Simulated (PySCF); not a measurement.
# Basis-set dependence of excited states

Species: AlBr₂H₄N.
Atom-mapped SMILES: `[NH3+:1][AlH-:2]([Br:3])[Br:4]` (hydrogens: H5, H6, H7 on N1; H8 on Al2)

Cartesian coordinates in Å at the PBE0-D3(BJ)/def2-SVP level; atoms count from 1:
```
atom  x, y, z in Å
N1    -1.006    0.000    0.021
Al2    1.018   -0.006    0.204
Br3    1.429    1.921   -0.968
Br4    1.420   -1.938   -0.961
H5    -1.429    0.849    0.400
H6    -1.447   -0.808    0.467
H7    -1.234   -0.038   -0.975
H8     1.301    0.001    1.759
```

TDDFT with PBE0 (PySCF), vertical singlets, core orbitals frozen in the response, spherical d and f functions. Geometry: PBE0-D3(BJ)/def2-SVP; no solvent, vibrations or thermal averaging. The PBE0/6-31G* calculation is non-relativistic and has no spin–orbit coupling, an omission that weighs most on bromine.

Q: Compare 6-31G*, def2-SVP, aug-cc-pVDZ, def2-SVPD, def2-TZVP and def2-TZVPD for this molecule.

A: 

```
      basis  functions  diffuse  S1 (eV)  S2 (eV)  S3 (eV)  S4 (eV)  S5 (eV)  LUMO (eV)  α (au)
     6-31G*        104       no     6.71     6.79     7.01     7.17     7.23       0.02    61.2
   def2-SVP        116       no     6.66     6.76     6.96     7.17     7.23       0.01    60.4
aug-cc-pVDZ        158      yes     5.91     6.01     6.19     6.38     6.73      -1.10    80.9
  def2-SVPD        158      yes     6.20     6.30     6.48     6.68     6.84      -0.76    81.4
  def2-TZVP        188       no     6.42     6.51     6.72     6.92     7.04      -0.43    74.3
 def2-TZVPD        230      yes     6.05     6.15     6.32     6.52     6.79      -0.92    82.0
```

States are compared by their number. Against the largest diffuse basis here (def2-TZVPD, itself not a converged limit), sets without diffuse functions differ by up to 0.66 eV in S1 and 0.44 eV in S5; the smaller diffuse sets differ by up to 0.15 and 0.06 eV. Every set without diffuse functions puts S1 more than 0.3 eV higher, so even the lowest state needs them here. State by state, the largest deviation of a set without diffuse functions is S1 0.66, S2 0.65, S3 0.68, S4 0.65, S5 0.44 eV. The same number needn't mean the same state in each row. Against def2-TZVPD the polarisability deviates by -25% in 6-31G*, -26% in def2-SVP, -1% in aug-cc-pVDZ, -1% in def2-SVPD, -9% in def2-TZVP.

Without π bonds the low states may be Rydberg-like; a valence basis with one diffuse set may place them up to an eV too high.
